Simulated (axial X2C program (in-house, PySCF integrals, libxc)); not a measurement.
## Worked dissociation energy of SiSb⁻: CCSD, scalar-relativistic

Calculated with an in-house all-electron X2C program for linear molecules (integrals from PySCF). Spin-free means the one-electron spin-free X2C Hamiltonian. Basis: Sb dyall-acv3z [12s13p9d5f1g], Si dyall-av3z [9s8p3d2f] (cores contracted in-house); Gaussian nuclei, density fitting, unrestricted open shells. Masses: Sb 120.904 u, Si 27.977 u.

Molecular state: M_S = 0, Λ = 0 (closed shell).

Correlated methods: 10 electrons correlated (number of frozen shells: Sb 4 s, 3 p, 2 d; Si 2 s, 1 p), 292 virtual spin orbitals or spinors in MP2, 88 natural virtuals in coupled cluster.

| Item | Value |
| --- | --- |
| E(Sb) (2M_S = 3, M_L = 0) | -6478.116147 hartree |
| E(Si-) (2M_S = 3, M_L = 0) | -289.586899 hartree |
| E(SiSb⁻) at Re | -6767.837811 hartree |
| ωe | 459.5 cm⁻¹ |
| ωexe | 1.13 cm⁻¹ |

Problem. Work out De and D0.

Solution. De = -6478.116147 + (-289.586899) − (-6767.837811) = 0.13476 hartree = 3.667 eV. The zero-point energy is ωe/2 − ωexe/4 = 229 cm⁻¹ = 0.028 eV, so D0 = 3.639 eV.

The state is a single determinant with fixed occupations, the lowest that a limited PBE0 search found. Closed shells are restricted here (equal orbitals for both partners); the stretched side of such a curve lies too high. Dissociation energies refer to the lowest single-determinant-based atoms at the same level and basis. CCSD ran in a truncated set of natural virtual spinors with an MP2 remainder; without triples it tends to underbind. The T1 diagnostic is large, a sign of multireference character. With the outer-core shells frozen, correlated bond lengths of heavy atoms tend to come out a few hundredths of an ångström too long.

Each atomic determinant is the lowest at this level and need not be a pure term. Totals compare only within one Hamiltonian and basis.
